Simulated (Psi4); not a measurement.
Complex: HBr (SMILES Br) (first 2 atoms) with H4OSi (SMILES O[SiH3]); geometry from B3LYP-D3(BJ)/def2-TZVP.
(charge 0, multiplicity 1):
```xyz
8

Br    -0.609    -1.156    -0.021
H     -0.155    -0.423     1.135
O      0.414     0.493     2.691
Si    -0.091     0.127     4.236
H      1.099     1.155     2.564
H      1.038    -0.381     5.049
H     -1.120    -0.913     4.064
H     -0.658     1.324     4.897
```

Level of theory: SAPT0/aug-cc-pVDZ run with Psi4 1.11.

Question: Which attractive term is largest, and how does the interaction split up?

Answer: electrostatics -9.20, exchange 11.32, induction -4.21, dispersion -3.44, total -5.53 kcal/mol; the largest attraction is electrostatics.
